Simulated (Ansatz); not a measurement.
Species: C$_{5}$H$_{11}$F$_{3}$Si, SMILES `FC(F)(F)CCCC[SiH3]` (charge 0, multiplicity 1), formula C5H11F3Si.

Q: How many basis functions does frozen-core CCSD(T)/cc-pVDZ // B3LYP-D3(BJ)/def2-SVP (Ansatz, a program for electronic structure) use, how many core orbitals are frozen, and how many electrons are correlated?

A: 185 basis functions and 13 frozen orbitals, which leaves 56 correlated electrons. Core time is of the order of minutes.
